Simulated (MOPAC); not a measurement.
MOPAC input (PM3):

```
PM3 FORCE THERMO(298,298) PRECISE LET CHARGE=-1 GEO-OK AUX(PRECISION=9) THREADS=1
CH3BF2N

C    -1.98432940 1   -0.09052967 1    0.12795517 1
N    -0.72778523 1   -0.65173764 1   -0.31073640 1
B     0.46799419 1   -0.03946774 1   -0.06536852 1
F     0.75636221 1    1.13318643 1    0.58670351 1
F     1.66555539 1   -0.54998074 1   -0.46950349 1
H    -2.49760737 1   -0.80854210 1    0.78619956 1
H    -2.63651320 1    0.07607913 1   -0.74336238 1
H    -1.92168997 1    0.86485608 1    0.67482175 1
```

Output:

```
 *******************************************************************************
 **                                                                           **
 **                              MOPAC v23.2.5                                **
 **                                                                           **
 *******************************************************************************
 ** MOPAC's Digital Object Identifier: https://doi.org/10.5281/zenodo.6511958 **
 **                                                                           **
 ** Please cite the open-source release paper for use of this MOPAC version:  **
 ** J. E. Moussa and J. J. P. Stewart (2026)                                  **
 ** MOPAC: An open-source semiempirical molecular orbital program             **
 ** J. Open Source Softw., 11(119), 8025, https://doi.org/10.21105/joss.08025 **
 *******************************************************************************

                              PM3 CALCULATION RESULTS

 *******************************************************************************
 *  PM3        - The PM3 Hamiltonian to be used
 *  GEO-OK     - OVERRIDE INTERATOMIC DISTANCE AND OTHER SAFETY CHECKS
 *
 *
 *
 *                 CHARGE ON SYSTEM = -1
 *
 *
 *
 *  LET        - OVERRIDE SOME SAFETY CHECKS
 *  PRECISE    - TIGHTER CRITERIA TO BE USED
 *  FORCE      - FORCE CALCULATION SPECIFIED
 *  AUX        - OUTPUT AUXILIARY INFORMATION
 *  THERMO     - THERMODYNAMIC QUANTITIES TO BE CALCULATED
 *******************************************************************************
PM3 FORCE THERMO(298,298) PRECISE LET CHARGE=-1 GEO-OK AUX(PRECISION=9) THREADS=1
 CH3BF2N

   ATOM   CHEMICAL          X               Y               Z
  NUMBER   SYMBOL      (ANGSTROMS)     (ANGSTROMS)     (ANGSTROMS)

     1       C         -1.98432940  *  -0.09052967  *   0.12795517  *
     2       N         -0.72778523  *  -0.65173764  *  -0.31073640  *
     3       B          0.46799419  *  -0.03946774  *  -0.06536852  *
     4       F          0.75636221  *   1.13318643  *   0.58670351  *
     5       F          1.66555539  *  -0.54998074  *  -0.46950349  *
     6       H         -2.49760737  *  -0.80854210  *   0.78619956  *
     7       H         -2.63651320  *   0.07607913  *  -0.74336238  *
     8       H         -1.92168997  *   0.86485608  *   0.67482175  *

          CARTESIAN COORDINATES

    NO.       ATOM           X           Y           Z

     1         C         -1.9843     -0.0905      0.1280
     2         N         -0.7278     -0.6517     -0.3107
     3         B          0.4680     -0.0395     -0.0654
     4         F          0.7564      1.1332      0.5867
     5         F          1.6656     -0.5500     -0.4695
     6         H         -2.4976     -0.8085      0.7862
     7         H         -2.6365      0.0761     -0.7434
     8         H         -1.9217      0.8649      0.6748

  H: (PM3): J. J. P. STEWART, J. COMP. CHEM. 10, 209 (1989).
[...]
 EFFECTIVE MASS      9.8449
 FORCE CONSTANT      3.3119

 VIBRATION         14    9A'         ATOM PAIR     ENERGY CONTRIBUTION    RADIAL
 FREQUENCY          1403.07         C 1 -- H 6         +19.6% ( 47.7%)      1.1%
 TRANSITION DIPOLE   1.0331         C 1 -- H 7         +19.6% ( 47.7%)      1.1%
 TRAVEL (Ang.)       0.2548         B 3 -- F 5         +18.8% ( 46.7%)     75.8%
 REDUCED MASS        0.7403         B 3 -- F 4         +18.7% ( 46.6%)     84.2%
 EFFECTIVE MASS      4.9636         N 2 -- B 3         +13.4% ( 39.5%)      3.8%
 FORCE CONSTANT      0.8587

 VIBRATION         15   10A'         ATOM PAIR     ENERGY CONTRIBUTION    RADIAL
 FREQUENCY          1611.48         N 2 -- B 3         +41.3% ( 93.2%)     98.1%
 TRANSITION DIPOLE   6.3564         B 3 -- F 5         +25.6% ( 73.5%)     53.6%
 TRAVEL (Ang.)       0.0859         B 3 -- F 4         +24.9% ( 72.3%)     48.4%
 REDUCED MASS        5.6686         C 1 -- N 2          +7.4% ( 39.5%)     63.5%
 EFFECTIVE MASS     12.0997
 FORCE CONSTANT      8.6732

 VIBRATION         16   11A'         ATOM PAIR     ENERGY CONTRIBUTION    RADIAL
 FREQUENCY          2995.48         C 1 -- H 8         +68.8% ( 85.7%)     98.7%
 TRANSITION DIPOLE   0.4443         C 1 -- H 7         +15.1% ( 40.1%)     82.9%
 TRAVEL (Ang.)       0.2025         C 1 -- H 6         +15.1% ( 40.1%)     82.9%
 REDUCED MASS        0.5490         C 1 -- N 2          +1.1% ( 10.6%)      1.2%
 EFFECTIVE MASS      1.5135
 FORCE CONSTANT      2.9021

 VIBRATION         17    6A"         ATOM PAIR     ENERGY CONTRIBUTION    RADIAL
 FREQUENCY          3001.08         C 1 -- H 7         +49.0% ( 72.3%)     96.7%
 TRANSITION DIPOLE   0.4857         C 1 -- H 6         +49.0% ( 72.3%)     96.7%
 TRAVEL (Ang.)       0.2099         C 1 -- N 2          +1.0% ( 10.4%)      0.0%
 REDUCED MASS        0.5100         C 1 -- H 8          +0.9% ( 10.1%)      0.0%
 EFFECTIVE MASS      1.5099
 FORCE CONSTANT      2.7063

 VIBRATION         18   12A'         ATOM PAIR     ENERGY CONTRIBUTION    RADIAL
 FREQUENCY          3101.01         C 1 -- H 7         +35.4% ( 57.1%)     98.4%
 TRANSITION DIPOLE   0.4103         C 1 -- H 6         +35.4% ( 57.1%)     98.5%
 TRAVEL (Ang.)       0.2568         C 1 -- H 8         +28.8% ( 51.5%)     97.5%
 REDUCED MASS        0.3298         C 1 -- N 2          +0.3% (  5.0%)     96.9%
 EFFECTIVE MASS      1.1225
 FORCE CONSTANT      1.8686

      SYMMETRY NUMBER FOR POINT-GROUP Cs  =  1

          SYSTEM IS A GROUND STATE

 CH3BF2N

          MOLECULE IS NOT LINEAR

          THERE ARE 18 GENUINE VIBRATIONS IN THIS SYSTEM
          THIS THERMODYNAMICS CALCULATION IS LIMITED TO
          MOLECULES WHICH HAVE NO INTERNAL ROTATIONS

                    CALCULATED THERMODYNAMIC PROPERTIES
                                          *
   TEMP. (K)   PARTITION FUNCTION   H.O.F.    ENTHALPY  HEAT CAPACITY ENTROPY
                                   KCAL/MOL   CAL/MOLE    CAL/K/MOL  CAL/K/MOL

 298.00  VIB.     0.1012D+02                  1720.0840    11.4059    10.3720
         ROT.     0.8743D+05                   888.2803     2.9808    25.5923
         INT.     0.8850D+06                  2608.3643    14.3867    35.9643
         TRA.     0.6640D+27                  1480.4672     4.9680    38.9693
         TOT.                     -232.048    4088.8314    19.3547    74.9337

   *: NOTE: HEATS OF FORMATION ARE RELATIVE TO THE
            ELEMENTS IN THEIR STANDARD STATE AT 298K
              (=  Standard Enthalpy of Formation).

            Hvib:  Zero-point energy is not included.
                   frequencies of less than zero cm-1 are not included.
            Hrot = (3/2)RT
            Htra = (3/2)RT + pV = (5/2)RT

            Heat capacity is Cp, not Cv

          For more information, see: HTTP://OpenMOPAC.net/Manual/thermochemistry.html

           FORCE CONSTANT IN CARTESIAN COORDINATES (Millidynes/A)

    ATOM   CHEMICAL       X               Y               Z
   NUMBER   SYMBOL  FORCE CONSTANT  FORCE CONSTANT  FORCE CONSTANT

      1       C        8.588691        8.031436        7.841830
      2       N        8.606192        6.316513        0.855218
      3       B       10.261856       10.761525        1.627204
      4       F        1.427071        6.857460        0.187926
      5       F        7.851094        0.760575        0.241624
      6       H        1.036383        1.754513        3.639939
      7       H        1.036664        1.753756        3.640415
      8       H        1.439875        4.383267        0.656728

 **********************
 *                    *
 * JOB ENDED NORMALLY *
 *                    *
 **********************

 == MOPAC DONE ==
```

The dipole moment of an ion depends on the origin.
